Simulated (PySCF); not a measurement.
Input for PySCF: R-M06-2X/def2-TZVPPD on CHN (SMILES C#N).

```python
from pyscf import gto, dft

mol = gto.M(
    atom='''
    C     0.17010812    0.56811623   -0.69665969
    N     0.09934828    0.34565917    0.42524776
    H     0.23595863    0.77510770   -1.74111715
    ''',
    basis='def2-tzvppd',
    charge=0, spin=0, verbose=4, max_memory=1800)
mf = dft.RKS(mol, xc='m062x').density_fit(auxbasis='def2-universal-jkfit')
mf.grids.level = 4
mf.conv_tol = 1e-9
mf.max_cycle = 150
mf.kernel()
mf.dip_moment()
```

Question: What total energy does the run end on?

Answer: -93.4249 hartree.
